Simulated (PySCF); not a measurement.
# Fractional electron number in Ag²⁺ (silver, charge +2)

The 4d beta orbital of [Kr] 4d9 is emptied in steps (occupation f), with all orbitals relaxed, ending at [Kr] 4d8. Calculation: PySCF 2.14, in def2-TZVPPD with the def2 core potential (28 electrons) (6s4p3d2f1g, 56 functions); a scalar-relativistic core potential. The exact energy is a straight line in f; departures are measured from the line between the end points of the same method.

**Question.** Among BHandHLYP, wB97X, TPSS, which shows the largest delocalisation error (convex curve), and which is closest to linear?

**Answer.** Most convex: TPSS (-1.622 eV at f = 0.4); closest to linear: wB97X (-0.545 eV).

```json
{"f": "1", "BHandHLYP (eV)": "0.000", "wB97X (eV)": "0.000", "TPSS (eV)": "0.000"}
{"f": "0.8", "BHandHLYP (eV)": "-0.420", "wB97X (eV)": "-0.363", "TPSS (eV)": "-1.077"}
{"f": "0.6", "BHandHLYP (eV)": "-0.636", "wB97X (eV)": "-0.546", "TPSS (eV)": "-1.619"}
{"f": "0.4", "BHandHLYP (eV)": "-0.641", "wB97X (eV)": "-0.545", "TPSS (eV)": "-1.622"}
{"f": "0.2", "BHandHLYP (eV)": "-0.431", "wB97X (eV)": "-0.362", "TPSS (eV)": "-1.083"}
{"f": "0", "BHandHLYP (eV)": "0.000", "wB97X (eV)": "0.000", "TPSS (eV)": "0.000"}
```

```csv
method,E(f=0) − E(f=1) (eV),−ε at f=1 (eV),−ε at f=0.4 (eV)
BHandHLYP,34.576,31.973,35.082
wB97X,34.789,32.529,35.252
TPSS,34.551,27.840,35.891
```

Reference removal energy between the ground levels: 34.8 ± 0.3 eV (semi-empirical (NIST evaluation); NIST Atomic Spectra Database, ionization energies). The calculation has no spin-orbit coupling. The determinant left behind need not be the lowest term of the ion.
